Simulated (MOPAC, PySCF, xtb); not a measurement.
Pair of molecules: CH4 (SMILES C) (first 5 atoms) with SO2 (SMILES O=S=O); geometry from B3LYP-D3(BJ)/def2-TZVP, rigid monomers moved along the line of their centres of mass till C1···S7 is 3.96 Å.
(charge 0, multiplicity 1):
```xyz
8

C     -0.0076     0.0600    -0.0571
H     -0.0963     1.0543     0.3784
H     -0.7896    -0.5861     0.3394
H     -0.1105     0.1292    -1.1388
H      0.9709    -0.3594     0.1792
O      0.1762     1.1890     3.9890
S      0.4177    -0.2237     3.8668
O     -0.7013    -1.1259     3.9186
```

Monomers are frozen at their geometry in the pair; levels with a basis set take the counterpoise correction. Rows marked so take none.

Rows in 3-21G carry no dispersion term and start afresh at each structure. The state that AM1 reach isn't checked.

The values were computed with MOPAC for AM1 (differences of heats of formation); PySCF for 3-21G rows; xtb for the GFN methods. 

Question: One of these levels gives -2.6 kJ/mol for the interaction energy. Which one is it?
A. AM1
B. GFN2-xTB
C. HF/3-21G (no counterpoise)

Answer: C, HF/3-21G (no counterpoise). The others give 0.4 (AM1), -5.4 (GFN2-xTB)
